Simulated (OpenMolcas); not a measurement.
A calculation on neutral osmium.

| Item | Value |
| --- | --- |
| Program | OpenMolcas |
| Method | CASSCF |
| Basis | ANO-RCC-VTZP [8s7p5d3f2g1h] |
| Scalar Hamiltonian | DKH2, point nucleus |
| Active space | 8 electrons in 6 orbitals (5d 6s) |
| State averaging | 2S+1 = 5 even, 15 roots; 2S+1 = 3 even, 80 roots; 2S+1 = 1 even, 58 roots |
| Spin-orbit coupling | RASSI with atomic mean-field integrals over the reference wave functions, term energies averaged over their components |

(1) Which level of the active space comes out lowest?

(2) How high does 5d7 6s 5F4 lie?

(3) How high does 5d7 6s 5F1 lie?

(4) How high does 5d6 6s2 3F3 [67 %] lie?

(5) The level at 10425 cm-1 has J = 2. What is it made of, and what is its g factor?

Measured values: NIST Handbook of Basic Atomic Spectroscopic Data.

## Answers

(1) 5d6 6s2 5D4, with 86 % of that term; it is also the measured ground level.

(2) 5112 cm-1 above the lowest level; measured 8743 cm-1 above the ground level, so the calculation is off by -42 %.

(3) 10451 cm-1 above the lowest level; measured 13020 cm-1 above the ground level, so the calculation is off by -20 %.

(4) 14662 cm-1 above the lowest level.

(5) 35 % 5d7 6s 5F2, 28 % 5d6 6s2 3P, 24 % 5d6 6s2 5D; g = 1.310, against 1.000 from Landé's formula for the pure leading term.

Without dynamic correlation excited terms often stand tens of per cent too high (terms of higher spin than the ground term too low), and those without a measured partner can miss by more than the paired ones. Configurations are named by rounded mean occupations; where the s occupation lies near a half they are strongly mixed, a name can repeat and a true partner stay unpaired. A single d shell beside an s shell can misplace configurations of different d count against each other. Computed and measured levels are paired by configuration, term and J; levels that our copy of the source lacks, or whose pairing is in doubt (as where it misses far off the trend of its configuration), stay unpaired and out of the deviations. Only configurations of the active space appear.

A share in square brackets marks a mixed level and gives the weight of the term that names it.
